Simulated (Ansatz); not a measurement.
The cluster Be₃Se₂ (the lowest singlet isomer of a short search), 5 atoms. Hardware: 4 threads of Arm Neoverse V1 on a shared host.

The 6-31G sets use Cartesian d functions.

Q: How many basis functions does each of these Ansatz runs have, and roughly what does it cost? LC-ωPBE/def2-TZVP, charge 0 triplet, energy, from earlier orbitals; LC-ωPBE/def2-TZVP, charge 0 quintet, energy, from earlier orbitals; LC-ωPBE/def2-TZVP, charge 0 singlet, energy, from earlier orbitals; PBE-D4/def2-TZVPD, charge -1 doublet at the geometry of the charge 0 singlet, energy, from earlier orbitals; PBE0-D4/def2-SVP, charge -1 doublet at the geometry of the charge 0 singlet, energy with a search over starts; PBE with 15 % exact exchange/def2-TZVP, charge 0 quintet, energy, from earlier orbitals; PBE0-D4/def2-TZVP, charge 1 doublet at the geometry of the charge 0 singlet, energy, from earlier orbitals; BLYP-D4/def2-TZVP, charge 0 quintet, energy, from earlier orbitals; PBE with 50 % exact exchange/def2-TZVP, charge 0 singlet, energy, from earlier orbitals; r2SCAN-D4/def2-TZVP, charge 0 singlet, energy and forces, from earlier orbitals; B3LYP-D4/6-31G, charge 0 triplet, energy; r2SCAN-D4/def2-SVP, charge 0 triplet, relaxation, 4 steps.

A: Other jobs shared the machine, so times can vary by a factor of up to 3. A dash marks memory too small to be measured apart from the calling script's.

| run | functions | fitting or Cholesky vectors | wall time | peak host memory (GiB) |
| --- | --- | --- | --- | --- |
| LC-ωPBE/def2-TZVP, charge 0 singlet, energy, from earlier orbitals | 153 | 1197 | 2.3 s | – |
| B3LYP-D4/6-31G, charge 0 triplet, energy | 85 | 875 | 2.3 s | – |
| PBE with 50 % exact exchange/def2-TZVP, charge 0 singlet, energy, from earlier orbitals | 153 | 1353 | 2.5 s | – |
| BLYP-D4/def2-TZVP, charge 0 quintet, energy, from earlier orbitals | 153 | 1197 | 3.3 s | – |
| PBE0-D4/def2-SVP, charge -1 doublet at the geometry of the charge 0 singlet, energy with a search over starts | 91 | 998 | 3.7 s | – |
| r2SCAN-D4/def2-TZVP, charge 0 singlet, energy and forces, from earlier orbitals | 153 | 1197 | 4.5 s | – |
| PBE-D4/def2-TZVPD, charge -1 doublet at the geometry of the charge 0 singlet, energy, from earlier orbitals | 180 | 1317 | 5.5 s | – |
| PBE with 15 % exact exchange/def2-TZVP, charge 0 quintet, energy, from earlier orbitals | 153 | 1115 | 6 s | – |
| LC-ωPBE/def2-TZVP, charge 0 triplet, energy, from earlier orbitals | 153 | 1197 | 6.5 s | – |
| PBE0-D4/def2-TZVP, charge 1 doublet at the geometry of the charge 0 singlet, energy, from earlier orbitals | 153 | 1247 | 7.5 s | 0.61 |
| LC-ωPBE/def2-TZVP, charge 0 quintet, energy, from earlier orbitals | 153 | 1197 | 12 s | 0.58 |
| r2SCAN-D4/def2-SVP, charge 0 triplet, relaxation, 4 steps | 91 | 1094 | 23 s | – |
